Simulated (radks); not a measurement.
All-electron atom: the gold ion Au8+ in [Xe] 4f14 5d1 6s2 (not the ground configuration). Method: scalar-relativistic Kohn-Sham, r2SCAN, spin-polarised, spherical densities, finite nucleus; open shells are filled with parallel spins first (spin-orbit coupling, left out, can overturn this in heavy ions); meta-GGA in the generalised Kohn-Sham scheme; Fermi nuclear charge, rms radius 5.4371 fm; computed with a radial shooting solver on a logarithmic mesh with Libxc functionals.

Local quantities along the radius. ELF = 1/(1 + alpha^2) is the electron localisation function; alpha = (tau - tau_W)/tau_unif compares the Pauli kinetic energy density with that of the uniform gas (summed over spins). tau is taken from the large components.

```
   r/bohr * ELF (the largest magnitude, 0.999, reaches the edge; | marks zero)
 0.001319 |                                                      *
 0.001523 |                                                      *
 0.001759 |                                                      *
 0.002048 |                                                      *
 0.002365 |                                                      *
 0.002731 |                                                      *
 0.003154 |                                                      *
 0.003642 |                                                      *
  0.00424 |                                                      *
 0.004897 |                                                      *
 0.005656 |                                                      *
 0.006531 |                                                     *
 0.007604 |                                                     *
 0.008781 |                                                    *
  0.01014 |                                                   *
  0.01171 |                                                *
  0.01353 |                                           *
  0.01575 |                                   *
  0.01819 |                          *
    0.021 |                    *
  0.02426 |                 *
  0.02801 |                   *
  0.03261 |                         *
  0.03766 |                                *
  0.04349 |                                      *
  0.05023 |                                        *
  0.05801 |                                      *
  0.06753 |                                *
  0.07799 |                       *
  0.09007 |                  *
    0.104 |                    *
   0.1201 |                            *
   0.1399 |                                    *
   0.1615 |                                       *
   0.1865 |                                  *
   0.2154 |                      *
   0.2488 |              *
   0.2896 |                   *
   0.3345 |                               *
   0.3863 |                                      *
   0.4461 |                                      *
   0.5152 |                                *
   0.5998 |                        *
   0.6927 |                   *
      0.8 |                      *
   0.9239 |                            *
    1.076 |                             *
    1.242 |                     *
    1.435 |             *
    1.657 |            *
    1.913 |                     *
    2.228 |                                   *
    2.572 |                                           *
    2.971 |                                             *
    3.431 |                                         *
    3.963 |                          *
    4.613 |      *
```

On this mesh the ELF has minima near r = 0.024, 0.090, 0.25, 0.69, 1.7 bohr, which separate the shells, and maxima near 0.050 (0.74), 0.16 (0.72), 0.45 (0.70), 1.1 (0.54), 3.0 (0.83).

Self-consistent cycle (total energy in hartree, residual of the potential): 1: -18915.50896, 4e+01; 2: -18970.61129, 2e+01; 3: -18990.22408, 2e+00; 4: -18990.66385, 2e+00; 5: -18990.91553, 5e-02; 6: -18990.93342, 8e-03; 7: -18990.93394, 4e-03; 8: -18990.93394, 2e-03; 9: -18990.93394, 1e-04; 10: -18990.93394, 4e-05; 11: -18990.93394, 2e-06.
